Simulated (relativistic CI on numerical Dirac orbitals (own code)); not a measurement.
# Sc⁺ in a cubic cluster: L2,3 absorption with charge transfer

Computed with a charge-transfer multiplet model of a cubic metal-ligand cluster with up to one ligand hole, Slater and spin-orbit integrals from Dirac-Coulomb-Breit ions, Slater integrals scaled by 0.8. The parameters are those of a tetrahedral site (10Dq negative, t2 hopping the larger). The ground state mixes d2 with configurations of k ligand holes L, whose averages lie at kΔ + k(k − 1)U_dd/2; a core hole lowers each added d electron by U_cd. 20 K, Lorentzian 0.4 eV and Gaussian 0.3 eV FWHM.

Atomic integrals in eV (Slater integrals scaled, ζ unscaled), ground: F2dd 4.710, F4dd 2.885, zeta_d 0.005; with the core hole: F2dd 5.665, F4dd 3.487, zeta_d 0.011, zeta_core 3.011, F2cd 2.887, G1cd 1.958, G3cd 1.107.

Cluster parameters (eV): U_dd = 5.3, U_cd = 6.6, 10Dq = -0.15, 10Dq(ligand) = 0, V(eg) = 1.05, V(t2g) = -1.78, final-state hopping factor = 0.8.

```json
{"Case": "Δ = 7.4 eV", "n_d": "2.19", "d2": "0.81", "d3L": "0.19", "S": "1.00"}
{"Case": "Δ = 9.4 eV", "n_d": "2.14", "d2": "0.86", "d3L": "0.14", "S": "1.00"}
{"Case": "Δ = 10.4 eV", "n_d": "2.13", "d2": "0.87", "d3L": "0.13", "S": "1.00"}
```

Weights, n_d and S are thermal averages at 20 K. Photon energies count from the first peak over 30 % of the highest in each spectrum, which can be another peak from case to case. The parameters are a model scan and need not match a compound or its usual spin state. Peaks in eV (height, largest 100):
- Δ = 7.4 eV: -1.3 (12), 0.0 (100), 3.8 (40), 4.8 (56)
- Δ = 9.4 eV: -1.4 (12), 0.0 (100), 3.8 (39), 4.8 (56)
- Δ = 10.4 eV: -1.4 (12), 0.0 (100), 3.8 (39), 4.9 (56)

Curve for Δ = 10.4 eV (points under 2 left out, the grid thinned):

E (eV), Intensity and a bar:
```
     -2.4        2.2 
     -2.2        3.1 
     -2.0        4.3 #
     -1.7        8.5 ##
     -1.5       11.7 ###
     -1.3       12.0 ###
     -1.0       12.6 ###
     -0.8       17.0 #####
     -0.6       24.3 #######
     -0.4       40.5 ############
     -0.2       73.8 #######################
      0.1       96.5 ##############################
      0.3       67.2 #####################
      0.5       47.7 ###############
      0.8       38.2 ###########
      1.0       33.5 ##########
      1.2       27.5 ########
      1.4       21.0 ######
      1.6       16.0 ####
      1.9       10.2 ###
      2.1        8.4 ##
      2.3        8.0 ##
      2.6       11.6 ###
      2.8       17.8 #####
      3.0       26.8 ########
      3.2       32.1 ##########
      3.4       32.8 ##########
      3.7       39.0 ############
      3.9       38.7 ############
      4.1       36.9 ###########
      4.4       41.8 #############
      4.6       51.3 ################
      4.8       55.6 #################
      5.0       54.0 ################
      5.2       41.6 #############
      5.5       19.0 #####
      5.7       11.6 ###
      5.9        8.1 ##
      6.2        5.3 #
      6.4        4.3 #
      6.6        3.5 
      6.8        2.7 
      7.0        2.3 
      7.3        2.2 
      7.5        2.0
```

For the case Δ = 9.4 eV, Δ = 9.4 eV is larger than U_dd = 5.3 eV, the Mott-Hubbard side of the Zaanen-Sawatzky-Allen scheme. With the core hole the configuration with one ligand hole lies at Δ + U_dd − U_cd = 6.1, 8.1, 9.1 eV from the one without, in the order of the table; where this is negative the screened configuration lies lower.

With at most 1 ligand hole the space is cut while the next configuration still counts, so covalency is underestimated, and a final configuration with one more ligand hole, which can lie low, is missing from the spectra.
